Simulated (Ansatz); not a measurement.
A nudged elastic band was laid between two geometries of H5OSbSi (8 atoms, charge 0, multiplicity 1).

All numbers below come from Ansatz 0.2.0, RKS LDA/def2-mTZVP.

```
movable images  : 9
climbing image  : yes
spring          : 5.0 eV/Å²
optimiser       : quadratic models (default)
start path      : through a guess of the saddle point
force threshold : 0.05 eV/Å
iteration limit : 60
end points      : relaxed
```

Image 0:

```xyz
8
Properties=species:S:1:pos:R:3
O -1.141 -0.156 -0.981
Si -0.129 0.763 -0.041
Sb 1.485 -0.789 1.174
H -1.813 0.321 -1.505
H 0.655 1.739 -0.873
H -0.900 1.565 0.971
H 1.700 -1.643 -0.308
H 0.143 -1.800 1.563
```

Image 10:

```xyz
8
Properties=species:S:1:pos:R:3
O -1.480 0.093 -1.244
Si -0.274 0.513 -0.180
Sb 0.743 -1.737 0.485
H -2.007 0.817 -1.630
H 0.735 1.412 -0.838
H -0.834 1.245 1.007
H 2.330 -1.101 0.264
H 0.787 -1.241 2.136
```

(1) Which bonds break or form, and what moves?

(2) Give the energies along the band, and the barrier.

(3) What is the geometry of the highest image?

## Answers

(1) No bond is made or broken. The height of Sb3 over the plane of its neighbours goes from -1.12 to 1.10 Å.

(2) The run converged. The highest image is number 6 of 0 to 10, 1.45 eV above the first end and 1.44 eV above the last; the last end lies 0.01 eV above the first. A vibrational analysis at the climbing image gives 2 clearly imaginary modes (672i, 198i cm⁻¹): a point of higher order, so a lower path passes nearby.

```csv
image,path coordinate (Å),energy (eV),height of Sb3 over the plane of its neighbours (Å)
0,0.00,0.00,-1.12
1,0.33,0.02,-1.06
2,0.65,0.08,-1.00
3,0.98,0.18,-0.90
4,1.30,0.43,-0.68
5,1.63,1.03,-0.33
6,1.95,1.45,0.04
7,2.30,0.95,0.43
8,2.66,0.28,0.79
9,3.01,0.05,1.01
10,3.36,0.01,1.10
```

(3) 
```xyz
8
Properties=species:S:1:pos:R:3
O -1.482 0.087 -1.219
Si -0.337 0.713 -0.209
Sb 1.020 -1.062 0.764
H -2.045 0.716 -1.711
H 0.634 1.585 -0.941
H -0.947 1.406 0.967
H 2.451 -1.640 0.118
H 0.706 -1.805 2.231
```

The run took 2.1 min on 2 threads of Intel(R) Xeon(R) Platinum 8375C CPU @ 2.90GHz (Ice Lake), with other jobs on the host, peak memory 0.15 GiB.
